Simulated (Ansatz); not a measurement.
`C[NH][Hf]([F])([NH]C)[NH]C`. Charge 0, multiplicity 1. Hf takes the def2 core potential. The structure was optimised at the PBE0-D4/def2-TZVP level. It is one conformer, not always the lowest.

```xyz
20

C     1.106   -2.640    1.197
N     0.623   -1.831    0.096
Hf    0.237    0.167    0.166
F     1.613    1.132    1.133
N    -1.593    0.392    1.031
C    -2.139    1.629    1.553
N     0.073    0.812   -1.759
C     1.177    1.112   -2.648
H     0.428   -3.469    1.437
H     1.192   -2.033    2.105
H     2.100   -3.064    1.008
H     0.558   -2.368   -0.758
H    -2.211   -0.388    1.205
H    -2.315    1.591    2.635
H    -1.441    2.455    1.378
H    -3.084    1.907    1.069
H    -0.817    1.025   -2.188
H     1.206    2.167   -2.947
H     1.156    0.505   -3.562
H     2.131    0.900   -2.153
```

Question: What is the dipole moment at ωB97M-V/def2-TZVPP? (Estimate.)

Answer: The calculation gave: 2.19 D, with components (-1.56, -1.09, -1.10) D in this frame, pointing from negative to positive charge.

Question: And with PBE, r2SCAN, B3LYP? (An estimate is asked.)

Answer: The calculation gave: PBE 2.23 D, r2SCAN 2.26 D, B3LYP 2.27 D.

Question: Give the Mulliken charges with ωB97M-V, r2SCAN, B3LYP in def2-TZVPP. (An estimate is asked.)

Answer: Ansatz gave: 
```tsv
atom	ωB97M-V	r2SCAN	B3LYP
C1	-0.22	-0.01	-0.15
N2	-0.35	-0.42	-0.37
Hf3	0.78	0.86	0.81
F4	-0.36	-0.38	-0.38
N5	-0.35	-0.42	-0.37
C6	-0.22	-0.01	-0.15
N7	-0.35	-0.42	-0.37
C8	-0.22	-0.01	-0.15
H9	0.11	0.05	0.09
H10	0.09	0.04	0.08
H11	0.12	0.05	0.09
H12	0.10	0.14	0.12
H13	0.10	0.14	0.12
H14	0.12	0.05	0.09
H15	0.09	0.04	0.08
H16	0.11	0.05	0.09
H17	0.10	0.14	0.12
H18	0.12	0.05	0.09
H19	0.11	0.05	0.09
H20	0.09	0.04	0.08
```

B3LYP here is the variant with VWN-RPA as its local correlation; programs differ in this.
